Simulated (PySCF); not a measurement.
## Polarisability and C₆ of Pb⁺ (lead, charge +1)

[Xe] 4f14 5d10 6s2 6p1, 2P determinant. All numbers are calculated (PySCF 2.14, scalar relativity by spin-free X2C-1e, in ANO-RCC-VTZP (8s7p5d3f2g, 93 functions)). Coupled (time-dependent) response in atomic units; α is the mean over directions. The basis has no added diffuse functions, which lowers α and C₆.

```json
{"method": "revPBE", "mean α (bohr³)": "24.14", "α xx, yy, zz": "21.56, 29.30, 21.56", "C₆ (like pair)": "217.6", "S(−4)": "145.1"}
```

S(−4) is the Cauchy moment in α(ω) = α(0) + S(−4) ω² + …

Spin-orbit coupling is absent.

α(iu) at revPBE:

| u (hartree) | α(iu) (bohr³) |
| --- | --- |
| 0 | 24.14 |
| 0.0500 | 23.78 |
| 0.100 | 22.79 |
| 0.200 | 19.71 |
| 0.300 | 16.38 |
| 0.500 | 11.30 |
| 0.750 | 7.736 |
| 1.00 | 5.761 |
| 1.50 | 3.693 |
| 2.00 | 2.615 |
| 3.00 | 1.518 |
| 5.00 | 0.6966 |

For an ion, C₆ is the dispersion term alone; charge-induced terms of lower order in 1/R come first.

The components differ because the open shell of this determinant is not spherical; for a pure term their mean is the scalar polarisability.

Spin-orbit coupling, absent here, splits the open shell strongly.
